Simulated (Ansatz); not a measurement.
The cluster GeF₂⁻ (the lowest doublet isomer of a short search). Charge -1, multiplicity 2. Geometry PBE-D4/def2-TZVPD, basis def2-TZVPD, Ansatz.

```tsv
atom	x (Å)	y (Å)	z (Å)
Ge1	0.6015	-0.5510	-0.1940
F2	0.4000	1.2730	-0.5633
F3	-1.0015	-0.7221	0.7573
```

| run | HOMO (eV) | LUMO (eV) |
| --- | --- | --- |
| A | 1.48 | 4.04 |
| B | 1.85 | 3.75 |
| C | 2.02 | 3.24 |
| D | 1.13 | 4.14 |
| E | 2.13 | 3.34 |
| F | 2.11 | 2.96 |

The structure comes from a short search, and lower isomers may exist.

HOMO and LUMO are taken over both spins.

Problem. The runs used B97M-V, LDA (SPW92), PBE, PBE0, r2SCAN, r2SCANh. Estimate which is which.

Solution. A r2SCANh (10 % exact exchange); B r2SCAN (0 % exact exchange); C B97M-V (0 % exact exchange); D PBE0 (25 % exact exchange); E PBE (0 % exact exchange); F LDA (SPW92) (0 % exact exchange). Exact exchange lowers occupied and raises empty levels; among semilocal functionals meta-GGAs tend to open the gap a little, and such runs are hard to tell apart. The gap grows from 0.85 eV (LDA (SPW92)) to 3.01 eV (PBE0). At r2SCANh-D4/def2-TZVPD, r2SCAN-D4/def2-TZVPD, B97M-V/def2-TZVPD, PBE0-D4/def2-TZVPD and others the highest occupied level of the charge -1 doublet lies above zero (up to 2.13 eV). By energy differences its removal costs 0.89 eV (vertical, to the charge 0 singlet, at PBE-D4/def2-TZVPD); a positive level beside a positive removal energy at the same level points to self-interaction error.
